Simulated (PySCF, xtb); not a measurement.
GeF2ClBr, SMILES [F][Ge]([F])([Cl])[Br].

GFN2-xTB run with xtb 6.7.1 at its own geometry gives an orbital gap of 4.89 eV and a dipole moment of 3.77 D.

The structure is a stationary point at PBE0-D3(BJ)/def2-SVP. This is a generated structure with no PubChem entry under its InChIKey; it may be hypothetical.

Question: What does HF/def2-TZVP (PySCF) give? (Estimate from the structure and the level; the computed values follow.)

Answer: gap 14.50 eV (levels -12.67 and 1.83 eV), dipole 1.63 D.
